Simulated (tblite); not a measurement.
Compound: C₇H₁₀N₂Si.
Cartesian coordinates in Å at the GFN2-xTB level; atoms count from 1:
```xyz
20
C7H10N2Si angstrom
C      2.296   -0.526   -0.922
C      2.293   -0.465    0.395
C      1.145   -0.011    1.250
N     -0.021    0.430    0.512
Si    -0.259    2.093    0.034
C     -0.794   -0.553    0.032
C     -1.162   -1.795   -0.114
C     -2.026   -0.757   -0.812
C     -3.293   -0.415   -0.269
N     -4.311   -0.131    0.178
H      3.157   -0.867   -1.470
H      1.439   -0.242   -1.509
H      3.164   -0.763    0.962
H      1.480    0.815    1.883
H      0.852   -0.839    1.909
H      0.510    2.410   -1.176
H      0.241    2.864    1.170
H     -1.690    2.232   -0.195
H     -1.057   -2.838    0.036
H     -1.971   -0.632   -1.895
```

Computed with GFN2-xTB (tblite): harmonic, unscaled wavenumbers at the GFN2-xTB geometry, gas phase. This tight-binding method is rough: wavenumbers can miss measured ones by several per cent, in bad cases by 10 to 20. Modes of hydrogen on silicon can be 10 to 20 % off. One conformer, not necessarily the lowest.

Harmonic wavenumbers (cm⁻¹): 44.8, 49.5, 53.0, 77.6, 99.6, 124.0, 162.8, 209.7, 282.3, 288.2, 389.4, 419.8, 508.7, 522.3, 545.5, 557.8, 570.4, 589.8, 599.8, 678.9, 742.5, 788.0, 813.6, 845.9, 894.0, 911.4, 936.6, 959.3, 969.4, 987.1, 1019.9, 1049.6, 1130.4, 1169.2, 1208.2, 1267.5, 1281.4, 1294.1, 1320.6, 1411.7, 1442.0, 1722.9, 1925.4, 2220.9, 2283.6, 2331.9, 2385.7, 2905.9, 2929.5, 2945.8, 3059.2, 3109.8, 3133.8, 3270.5.

A = 1869, B = 764.1, C = 620.7 MHz; mass 150.061 u (most abundant isotopes); point group C1, symmetry number 1.

Task: Zero-point energy?

Result: ½Σν̃ = 31721 cm⁻¹ = 379.46 kJ/mol.

Task: What is S at 400 K and 1 bar for an ideal gas of classical rigid rotors and harmonic oscillators?

Result: Translation 177.46, rotation 130.33, vibration 223.11: S = 530.9 J/(mol K).

Task: And Cp and H(400 K) − H(0)?

Result: Cp = 237.55 J/(mol K), of which vibrations give 204.30 (their classical limit is 54 R = 449.0); H(400 K) − H(0) = 57.05 kJ/mol without the zero-point energy, 43.74 from vibrations.

Task: What must be added to the electronic energy to get the Gibbs energy at 400 K and 1 bar?

Result: ZPE + [H(400 K) − H(0)] − T·S = 379.46 + 57.05 − 212.36 = 224.15 kJ/mol.

Task: How do the functions run with temperature in this model?

Result: 
| T (K) | S (J/(mol K)) | Cp (J/(mol K)) | H − H(0) (kJ/mol) | G − H(0) (kJ/mol) | ln q(vib) |
| --- | --- | --- | --- | --- | --- |
| 150 | 363.8 | 118.5 | 12.01 | -42.56 | 5.03 |
| 250 | 436.0 | 168.8 | 26.36 | -82.65 | 8.62 |
| 298.15 | 467.8 | 192.7 | 35.06 | -104.41 | 10.28 |
| 600 | 640.4 | 302.2 | 111.48 | -272.74 | 20.03 |
| 900 | 775.3 | 362.5 | 211.96 | -485.85 | 28.67 |

q(vib) and H(0) count from the zero-point level.

Task: Blend soft modes into free rotors: weight 1/[1 + (100 cm⁻¹/ν̃)⁴] for the oscillator and the rest for a rotor with moment μB/(μ + B), μ = h/(8π²ν), B = 10⁻⁴⁴ kg m². What vibrational entropy results?

Result: 197.94 J/(mol K) in place of 223.11, which changes −T·S at 400 K by +10.07 kJ/mol.

Task: Which modes carry the vibrational entropy at 400 K?

Result: 44.8 cm⁻¹: 23.50; 49.5 cm⁻¹: 22.67; 53.0 cm⁻¹: 22.11; 77.6 cm⁻¹: 18.95; 99.6 cm⁻¹: 16.89; 124.0 cm⁻¹: 15.10 J/(mol K); the other 48 give 103.89 together.

Hindered rotation and anharmonicity are outside this model. Other conformers, if any are populated, would add a mixing term that is left out. The structure is chiral; the term R ln 2 for an equal mix with its mirror image is left out.
